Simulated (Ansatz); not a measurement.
`[O]=[Y]` radical, relaxed with UKS PBE0-D4/def2-TZVP in Ansatz 0.2.0 from a GFN2-xTB geometry. The force threshold is 0.005 eV/Å; the program also tests the step.

Charge 0, multiplicity 2. Y: def2 effective core potential.

Start:

```xyz
2

O    -0.807   -0.437    0.216
Y     0.807    0.437   -0.216
```

```csv
step,energy (eV),largest force (eV/Å),largest move (Å)
1,-3088.0212,2.764,0.000
2,-3088.1975,0.037,0.051
3,-3088.1975,0.002,0.001
```

End:

```xyz
2

O    -0.764   -0.414    0.205
Y     0.764    0.414   -0.205
```

Hardware: 2 threads of an AMD EPYC 7R13 on a shared host. Wall time 3.7 s, peak host memory 0.18 GiB.
